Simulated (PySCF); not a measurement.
# Working with the constants of BiO⁺

PBE0 constants of BiO⁺, ¹Σ⁺ (singlet), closed shell (basis Bi def2-SVP with ECP60, O def2-SVP; scalar-relativistic core potentials; PySCF 2.14; masses 208.9804 and 15.9949 u):

```
ωe              : 871.0 cm⁻¹
ωexe            : 2.65 cm⁻¹
Be              : 0.32208 cm⁻¹
αe              : 0.00141 cm⁻¹
D (centrifugal) : 1.76e-07 cm⁻¹
```

Task: Give the vibrational terms G(v) and spacings up to v = 6.

Result: G(v) = ωe(v+½) − ωexe(v+½)².

```
v  G(v) (cm⁻¹)  G(v) − G(v−1)  Bv (cm⁻¹)
0        434.8                    0.3214
1       1300.5          865.7     0.3200
2       2160.9          860.4     0.3186
3       3016.0          855.1     0.3171
4       3865.8          849.8     0.3157
5       4710.3          844.5     0.3143
6       5549.5          839.2     0.3129
```

Spin–orbit coupling is left out, which matters for elements this heavy, above all for dissociation energies.
